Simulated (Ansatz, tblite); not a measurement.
Isomers of Mg7⁺ (doublet), found by a short tight-binding search and relaxed with PBE0/def2-SVP in Ansatz.

The xTB rows come from tblite. LC-ωPBE has ω = 0.4 bohr⁻¹.

Run but left out: HF/def2-SVP, HF/def2-TZVP, MP2/def2-SVP, MP2/def2-TZVP, CCSD/def2-SVP, CCSD(T)/def2-SVP (A: ⟨S²⟩ 1.48 to 1.59, where a pure state has 0.75).

A: At HF/STO-3G, r2SCAN/def2-TZVP, r2SCAN0/def2-TZVP, LC-ωPBE/def2-TZVP the charge 1 doublet is spin-contaminated (final ⟨S²⟩ up to 0.92, 0.75 for a pure state). B: At HF/STO-3G, r2SCAN/def2-TZVP, r2SCAN0/def2-TZVP, LC-ωPBE/def2-TZVP the charge 1 doublet is spin-contaminated (final ⟨S²⟩ up to 0.92, 0.75 for a pure state).

Other spin states weren't relaxed.

A:

Cartesian coordinates in Å:
```
Mg 0.8306 2.7141 -0.5533
Mg -1.7707 -2.4470 0.2982
Mg -0.0356 -0.4108 -1.4625
Mg -0.5896 0.3313 1.3644
Mg -2.1351 1.9434 -0.9370
Mg 1.2582 -2.4434 0.8949
Mg 2.4422 0.3124 0.3954
```

B:

Cartesian coordinates in Å:
```
Mg -2.029 -1.948 0.238
Mg 2.406 1.417 -0.397
Mg 1.594 1.442 2.565
Mg 1.103 -1.143 1.202
Mg -2.544 -0.117 -2.172
Mg -0.836 1.159 0.351
Mg 0.305 -0.810 -1.786
```

Question: Estimate which lies lowest at each level, and how far above it the others are (kcal/mol).

Answer: 
| level | A | B |
| --- | --- | --- |
| GFN1-xTB | 2.3 | 0.0 |
| GFN2-xTB | 1.1 | 0.0 |
| HF/STO-3G | 0.0 | 1.3 |
| LDA (SPW92)/def2-TZVP | 0.0 | 1.4 |
| PBE/def2-SVP | 0.0 | 1.4 |
| PBE/def2-TZVP | 0.0 | 1.2 |
| r2SCAN/def2-TZVP | 0.0 | 1.5 |
| PBE0/def2-SVP | 0.0 | 1.4 |
| PBE0/def2-TZVP | 0.0 | 1.1 |
| r2SCAN0/def2-TZVP | 0.0 | 1.5 |
| LC-ωPBE/def2-TZVP | 0.0 | 0.6 |
Point groups (tolerance 0.1 Å): A C2v, B C2. Lower isomers may exist.
